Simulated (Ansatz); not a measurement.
Species: HgO (charge 0, singlet). 
Coordinates optimised at B3LYP-D3(BJ)/def2-TZVP (Ansatz, a quantum-chemistry and plane-wave program):
```xyz
2

Hg     0.0000     0.0000    -0.1744
O      0.0000     0.0000     1.7436
```
Charge 0, spin multiplicity 1.

Basis-set convergence of Hartree-Fock and MP2 correlation energies (hartree) with Ansatz. Cores are frozen in the correlated levels unless marked. No spin-orbit coupling. The frozen core is the preceding noble-gas configuration, with the filled d and f shells of earlier blocks. Past Kr the def2 sets carry scalar-relativistic core potentials.

The Hartree-Fock reference is unstable (checked in the largest basis), which strains HF and MP2. The T1 diagnostic of CCSD in the largest basis is 0.030, which is high, so the coupled-cluster rows are less sure than usual.

```json
[
 {"basis": "def2-SVP", "functions": "46", "E(HF)": "-227.15903", "E(corr, MP2)": "-0.49248"},
 {"basis": "def2-TZVPP", "functions": "90", "E(HF)": "-227.26553", "E(corr, MP2)": "-0.68569"},
 {"basis": "def2-QZVPP", "functions": "145", "E(HF)": "-227.27026", "E(corr, MP2)": "-0.73008"}
]
```

Extrapolating the two largest sets (X = 3 and 4) as X^-3: E(corr) = (64·(-0.73008) - 27·(-0.68569))/37 = -0.7625 Eh, an estimate of the basis-set limit. The largest set recovers 95.8 % of it, the smallest 64.6 %.
